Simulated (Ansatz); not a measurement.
Born–Oppenheimer molecular dynamics of CH6SSi2 (10 atoms, charge 0, multiplicity 1). It starts from a relaxed structure.

These are results of RKS PBE0-D4/6-31G* in Ansatz 0.2.0, not measurements.

| Quantity | Value |
| --- | --- |
| ensemble | NVT, Nosé–Hoover chain |
| time step | 0.5 fs |
| steps asked | 150 |
| set temperature | 100 K |
| thermostat | time constant 300 fs, chain length 1 |
| seed | 688329 |

Frames 2.5 fs apart, positions in Å, forces in eV/Å.

Velocities at 35.0 fs (Å/ps):

```
Si 2.44 -0.55 0.54
Si -1.28 0.20 -0.34
C -0.73 1.11 -0.44
S -0.16 0.42 0.20
H -8.05 1.98 7.52
H -11.31 -7.64 7.98
H 2.28 -6.10 -7.14
H -2.83 5.79 5.31
H 0.19 -9.43 -6.95
H 1.03 -1.36 -13.51
```

```xyz
10
Properties=species:S:1:pos:R:3:forces:R:3 time_fs=35.0 energy_less_start_eV=0.045 T=57
Si -1.364 0.783 -0.836 0.48 -0.02 0.01
Si -0.131 -0.745 0.432 -0.04 0.11 -0.18
C 1.633 -0.258 0.715 0.35 -0.01 0.43
S 1.546 -1.568 -0.565 -0.10 -0.30 -0.32
H -0.441 1.897 -1.247 -0.12 -0.24 0.09
H -2.474 1.340 -0.055 -0.33 0.20 0.26
H -1.917 0.137 -2.038 -0.11 -0.13 -0.25
H -0.724 -1.607 1.487 -0.13 0.07 -0.05
H 2.118 -0.599 1.632 0.01 0.16 -0.05
H 2.015 0.684 0.335 0.00 0.16 0.07
10
Properties=species:S:1:pos:R:3:forces:R:3 time_fs=37.5 energy_less_start_eV=0.049 T=53
Si -1.358 0.782 -0.835 -0.50 -0.24 0.06
Si -0.134 -0.744 0.431 0.06 0.06 -0.12
C 1.632 -0.255 0.715 0.31 0.17 0.02
S 1.545 -1.567 -0.565 -0.19 -0.36 -0.35
H -0.463 1.897 -1.226 0.10 0.03 -0.02
H -2.508 1.325 -0.031 0.18 -0.04 -0.13
H -1.912 0.120 -2.060 0.07 0.11 0.14
H -0.735 -1.590 1.498 -0.10 0.07 -0.10
H 2.120 -0.617 1.615 0.12 0.25 0.15
H 2.017 0.683 0.306 -0.06 -0.06 0.32
10
Properties=species:S:1:pos:R:3:forces:R:3 time_fs=40.0 energy_less_start_eV=0.073 T=30
Si -1.353 0.780 -0.833 -1.11 -0.40 0.12
Si -0.137 -0.743 0.429 0.20 0.06 -0.08
C 1.633 -0.252 0.714 0.21 0.05 -0.08
S 1.544 -1.567 -0.565 -0.24 -0.36 -0.32
H -0.479 1.899 -1.207 0.26 0.25 -0.10
H -2.531 1.307 -0.013 0.49 -0.17 -0.35
H -1.904 0.109 -2.074 0.17 0.24 0.35
H -0.751 -1.569 1.504 -0.08 0.04 -0.10
H 2.128 -0.621 1.606 0.13 0.28 0.20
H 2.016 0.681 0.295 -0.03 0.01 0.34
10
Properties=species:S:1:pos:R:3:forces:R:3 time_fs=42.5 energy_less_start_eV=0.056 T=47
Si -1.350 0.777 -0.831 -0.88 -0.24 0.10
Si -0.140 -0.742 0.428 0.36 0.10 -0.06
C 1.634 -0.248 0.714 0.14 -0.29 0.18
S 1.543 -1.567 -0.566 -0.24 -0.30 -0.23
H -0.481 1.914 -1.192 0.17 0.13 -0.07
H -2.528 1.281 -0.016 0.36 -0.09 -0.27
H -1.887 0.112 -2.068 0.10 0.18 0.20
H -0.772 -1.547 1.504 -0.06 -0.03 -0.05
H 2.143 -0.607 1.609 -0.01 0.26 0.05
H 2.013 0.680 0.304 0.06 0.27 0.16
10
Properties=species:S:1:pos:R:3:forces:R:3 time_fs=45.0 energy_less_start_eV=0.041 T=61
Si -1.348 0.774 -0.829 -0.03 0.11 0.02
Si -0.141 -0.741 0.426 0.50 0.14 -0.03
C 1.637 -0.245 0.715 0.15 -0.20 0.24
S 1.541 -1.569 -0.568 -0.20 -0.20 -0.11
H -0.473 1.936 -1.181 -0.06 -0.17 0.02
H -2.504 1.250 -0.033 -0.14 0.13 0.07
H -1.864 0.124 -2.052 -0.06 -0.03 -0.20
H -0.797 -1.525 1.501 -0.04 -0.09 -0.02
H 2.158 -0.579 1.615 -0.11 0.11 -0.02
H 2.013 0.693 0.322 -0.02 0.19 0.02
10
Properties=species:S:1:pos:R:3:forces:R:3 time_fs=47.5 energy_less_start_eV=0.063 T=40
Si -1.347 0.771 -0.827 0.57 0.30 -0.10
Si -0.142 -0.740 0.425 0.57 0.14 0.06
C 1.640 -0.244 0.716 0.13 0.22 0.05
S 1.539 -1.570 -0.569 -0.12 -0.08 0.03
H -0.468 1.949 -1.169 -0.18 -0.32 0.07
H -2.489 1.226 -0.046 -0.55 0.30 0.34
H -1.844 0.135 -2.048 -0.16 -0.16 -0.45
H -0.824 -1.509 1.496 0.02 -0.11 -0.03
H 2.167 -0.544 1.620 -0.09 -0.12 0.06
H 2.012 0.716 0.342 -0.17 -0.16 -0.03
10
Properties=species:S:1:pos:R:3:forces:R:3 time_fs=50.0 energy_less_start_eV=0.058 T=44
Si -1.345 0.768 -0.826 0.19 0.22 -0.19
Si -0.142 -0.738 0.423 0.57 0.09 0.16
C 1.644 -0.241 0.718 -0.03 0.29 0.03
S 1.537 -1.572 -0.571 -0.04 0.03 0.15
H -0.473 1.945 -1.154 -0.10 -0.19 0.03
H -2.503 1.220 -0.041 -0.34 0.20 0.19
H -1.832 0.137 -2.067 -0.08 -0.06 -0.23
H -0.849 -1.499 1.490 0.09 -0.09 -0.07
H 2.170 -0.516 1.629 -0.08 -0.28 0.07
H 2.001 0.731 0.360 -0.17 -0.21 -0.15
10
Properties=species:S:1:pos:R:3:forces:R:3 time_fs=52.5 energy_less_start_eV=0.061 T=41
Si -1.342 0.766 -0.824 -0.71 -0.01 -0.20
Si -0.140 -0.736 0.422 0.53 0.04 0.23
C 1.647 -0.237 0.720 -0.24 -0.07 0.21
S 1.534 -1.573 -0.572 0.02 0.13 0.24
H -0.484 1.930 -1.137 0.11 0.13 -0.05
H -2.536 1.224 -0.026 0.20 -0.02 -0.18
H -1.826 0.137 -2.100 0.06 0.14 0.20
H -0.869 -1.494 1.479 0.15 -0.09 -0.09
H 2.168 -0.504 1.641 -0.12 -0.28 -0.08
H 1.981 0.735 0.369 0.00 0.04 -0.29
10
Properties=species:S:1:pos:R:3:forces:R:3 time_fs=55.0 energy_less_start_eV=0.079 T=25
Si -1.341 0.764 -0.823 -1.16 -0.09 -0.19
Si -0.138 -0.734 0.422 0.48 0.01 0.23
C 1.649 -0.234 0.723 -0.41 -0.24 0.17
S 1.532 -1.575 -0.573 0.07 0.18 0.28
H -0.488 1.921 -1.122 0.23 0.30 -0.09
H -2.558 1.227 -0.020 0.49 -0.15 -0.37
H -1.816 0.144 -2.121 0.11 0.21 0.40
H -0.881 -1.496 1.463 0.15 -0.11 -0.04
H 2.159 -0.508 1.649 -0.07 -0.18 -0.15
H 1.960 0.740 0.361 0.12 0.07 -0.23
10
Properties=species:S:1:pos:R:3:forces:R:3 time_fs=57.5 energy_less_start_eV=0.062 T=41
Si -1.342 0.762 -0.823 -0.77 0.17 -0.18
Si -0.134 -0.732 0.421 0.39 0.00 0.16
C 1.650 -0.231 0.727 -0.50 -0.07 -0.20
S 1.529 -1.576 -0.574 0.10 0.19 0.29
H -0.480 1.930 -1.113 0.10 0.13 -0.04
H -2.554 1.223 -0.035 0.33 -0.10 -0.25
H -1.800 0.162 -2.121 0.04 0.09 0.22
H -0.884 -1.503 1.445 0.12 -0.14 0.04
H 2.147 -0.523 1.649 0.07 -0.07 -0.05
H 1.946 0.748 0.340 0.13 -0.21 0.03
10
Properties=species:S:1:pos:R:3:forces:R:3 time_fs=60.0 energy_less_start_eV=0.059 T=44
Si -1.345 0.760 -0.823 0.12 0.50 -0.18
Si -0.129 -0.730 0.422 0.23 -0.02 0.10
C 1.648 -0.229 0.730 -0.50 -0.12 -0.38
S 1.527 -1.577 -0.573 0.14 0.17 0.24
H -0.466 1.945 -1.107 -0.12 -0.17 0.04
H -2.531 1.214 -0.063 -0.20 0.10 0.10
H -1.783 0.185 -2.108 -0.10 -0.13 -0.20
H -0.879 -1.519 1.429 0.10 -0.13 0.08
H 2.139 -0.542 1.646 0.16 0.06 0.01
H 1.940 0.744 0.322 0.17 -0.25 0.20
10
Properties=species:S:1:pos:R:3:forces:R:3 time_fs=62.5 energy_less_start_eV=0.074 T=29
Si -1.348 0.759 -0.823 0.67 0.58 -0.23
Si -0.124 -0.728 0.422 -0.01 -0.10 0.10
C 1.643 -0.228 0.731 -0.36 -0.49 -0.18
S 1.525 -1.577 -0.573 0.17 0.12 0.16
H -0.459 1.952 -1.098 -0.21 -0.29 0.07
H -2.520 1.210 -0.086 -0.58 0.24 0.35
H -1.772 0.201 -2.107 -0.16 -0.24 -0.41
H -0.868 -1.542 1.418 0.11 -0.07 0.07
H 2.140 -0.557 1.642 0.11 0.17 -0.07
H 1.944 0.728 0.313 0.26 0.08 0.14
```

Of the whole run (75 fs, mean temperature of the second half 41 K): The conserved energy stayed within 0.034 meV per atom of its start (net change 0.017 meV per atom), so the integration is sound. The mean temperature of the second half is 59 % below the set value. A run of 0.075 ps of so small a system gives no equilibrium averages.

Run time: 6.2 min on 1 thread of Arm Neoverse V2 (shared host), peak memory 0.15 GiB.
